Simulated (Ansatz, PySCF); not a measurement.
Gas-phase reaction (SMILES): [F][Ge]([F])([F])[Br] [bromo(trifluoro)germane] + 4 [H][H] (H2) → Br (HBr) + 3 F (HF) + [GeH4] (GeH4); energy of full hydrogenation.

Geometries: B3LYP-D3(BJ)/def2-TZVP minima from Ansatz (an electronic-structure program). Valence correlation only, unless marked. No spin-orbit coupling. Frozen are the shells of the preceding noble gas and the d and f shells that filled before the atom's block. Non-relativistic. CBS marks a two-point X^-3 extrapolation of the correlation energy; Hartree-Fock from the larger set. Thermal terms are rigid-rotor harmonic-oscillator values from B3LYP-D3(BJ) frequencies (Ansatz or PySCF) at 298.15 K and 1 atm. 1 Eh = 627.5095 kcal/mol.

```csv
species,"E, CCSD(T)/CBS(cc-pVTZ,cc-pVQZ) (Ansatz) (Eh)","E, B3LYP-D3(BJ)/def2-TZVPD (Ansatz + dftd3) (Eh)",H - E (Eh)
[F][Ge]([F])([F])[Br],-4947.74680,-4951.06650,0.01540
[H][H] (H2),-1.17450,-1.17983,0.01336
Br (HBr),-2573.28320,-2574.79060,0.00927
F (HF),-100.39146,-100.49389,0.01259
[GeH4] (GeH4),-2077.90558,-2079.44528,0.03354
```

Work out ΔE and ΔH at 298.15 K at the first level, then ΔH at the second.


1. ΔE = [(-2573.28320) + 3×(-100.39146) + (-2077.90558)] - [(-4947.74680) + 4×(-1.17450)] = 0.08164 Eh = 51.2 kcal/mol at CCSD(T)/CBS(cc-pVTZ,cc-pVQZ).
2. The terms H - E add up to 0.01174 Eh, so ΔH = (0.08164 + (0.01174))×627.5095 = 58.6 kcal/mol.
3. At B3LYP-D3(BJ)/def2-TZVPD the same steps give ΔE = 42.8 and ΔH = 50.2 kcal/mol, a shift of -8.4 from the first level.
4. These values are not checked against measurement here, since the tables used lack a sound gas-phase enthalpy of formation for at least one species.
